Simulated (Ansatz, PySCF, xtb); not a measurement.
Gas-phase reaction R1 → P1 + P2, each structure at its B3LYP-D3(BJ)/def2-TZVP stationary point, reached from a drawn start (curvature not checked).
R1: BH3 (SMILES B), charge 0, multiplicity 1.
P1, BH (SMILES [BH]) (charge 0, multiplicity 1):
```xyz
2

B     -0.0095    -0.0191    -0.6162
H      0.0095     0.0191     0.6162
```
P2, H2 (SMILES [H][H]) (charge 0, multiplicity 1):
```xyz
2

H      0.00000     0.00000     0.37199
H      0.00000     0.00000    -0.37199
```

| level | reaction energy (kcal/mol) | minus CCSD(T)/CBS(cc-pVTZ, cc-pVQZ) |
|---|---|---|
| GFN1-xTB | 73.04 | -13.05 |
| GFN2-xTB | 122.36 | 36.26 |
| HF/cc-pVDZ | 85.73 | -0.36 |
| HF/cc-pVTZ | 86.16 | 0.06 |
| HF/cc-pVQZ | 86.20 | 0.11 |
| PBE/def2-TZVPP | 92.69 | 6.60 |
| PBE-D3(BJ)/def2-TZVPP | 92.98 | 6.89 |
| PBE-D4/def2-TZVPP | 92.90 | 6.81 |
| BLYP/def2-TZVPP | 88.29 | 2.19 |
| BLYP-D3(BJ)/def2-TZVPP | 88.88 | 2.78 |
| BLYP-D4/def2-TZVPP | 88.78 | 2.69 |
| revPBE/def2-TZVPP | 88.65 | 2.55 |
| revPBE-D3(BJ)/def2-TZVPP | 89.45 | 3.35 |
| revPBE-D4/def2-TZVPP | 89.50 | 3.41 |
| r2SCAN/def2-TZVPP | 95.32 | 9.23 |
| r2SCAN-D3(BJ)/def2-TZVPP | 95.39 | 9.30 |
| B97M-V/def2-TZVPP | 91.06 | 4.97 |
| B3LYP-D3(BJ)/def2-TZVPP | 91.38 | 5.29 |
| B3LYP-D4/def2-TZVPP | 91.24 | 5.15 |
| PBE0-D3(BJ)/def2-TZVPP | 94.48 | 8.39 |
| PBE0-D4/def2-TZVPP | 94.42 | 8.33 |
| BHLYP/def2-TZVPP | 92.66 | 6.57 |
| BHLYP-D4/def2-TZVPP | 92.88 | 6.78 |
| M06-2X/def2-TZVPP | 90.58 | 4.49 |
| CAM-B3LYP-D3(BJ)/def2-TZVPP | 93.43 | 7.33 |
| CAM-B3LYP-D4/def2-TZVPP | 93.41 | 7.31 |
| wB97X-V/def2-TZVPP | 91.91 | 5.82 |
| wB97M-V/def2-TZVPP | 89.51 | 3.42 |
| B2PLYP-D3(BJ)/def2-TZVPP | 91.18 | 5.08 |
| B2PLYP-D4/def2-TZVPP | 91.12 | 5.02 |
| MP2/cc-pVDZ | 88.91 | 2.82 |
| MP2/cc-pVTZ | 91.26 | 5.17 |
| MP2/cc-pVQZ | 91.93 | 5.83 |
| MP2/CBS(cc-pVTZ, cc-pVQZ) | 92.38 | 6.28 |
| SCS-MP2/cc-pVQZ | 89.41 | 3.32 |
| CCSD/cc-pVQZ | 85.12 | -0.98 |
| CCSD(T)/cc-pVDZ | 81.63 | -4.46 |
| CCSD(T)/cc-pVTZ | 84.57 | -1.52 |
| CCSD(T)/cc-pVQZ | 85.47 | -0.62 |
| CCSD(T)/CBS(cc-pVTZ, cc-pVQZ) | 86.09 | 0.00 |

 The comparison column counts from a level with limits of its own.

P less R. No zero-point or thermal terms.

Frozen-core correlation throughout. CBS: X⁻³ extrapolation of the correlation energy, Hartree–Fock from the larger set.

Codes used: Ansatz (Gaussian orbitals); PySCF for M06-2X and the D3/D4 terms; xtb for the GFN methods. No computed number here is a measurement.

Ansatz is a program for electronic structure.
